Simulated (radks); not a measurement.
Species: the bismuth ion Bi4+. Configuration: [Xe] 4f14 5d10 6s1 (the NIST ground configuration). All-electron calculation, scalar-relativistic Kohn-Sham, r2SCAN, spin-polarised, spherical densities, finite nucleus; open shells are filled with parallel spins first (spin-orbit coupling, left out, can overturn this in heavy ions); meta-GGA in the generalised Kohn-Sham scheme; Fermi nuclear charge, rms radius 5.5211 fm. Program: a radial shooting solver on a logarithmic mesh with Libxc functionals.

X-ray form factor f0, the Fourier transform of the density (f0(0) = 79):

sin(theta)/lambda (1/angstrom)  f0 (electrons)
0.05                                    78.351
0.1                                     76.496
0.15                                    73.687
0.2                                     70.251
0.25                                    66.509
0.3                                     62.718
0.4                                     55.624
0.5                                     49.587
0.6                                     44.593
0.8                                     36.826
1                                       30.776
1.25                                    24.765
1.5                                     20.366
2                                       15.428
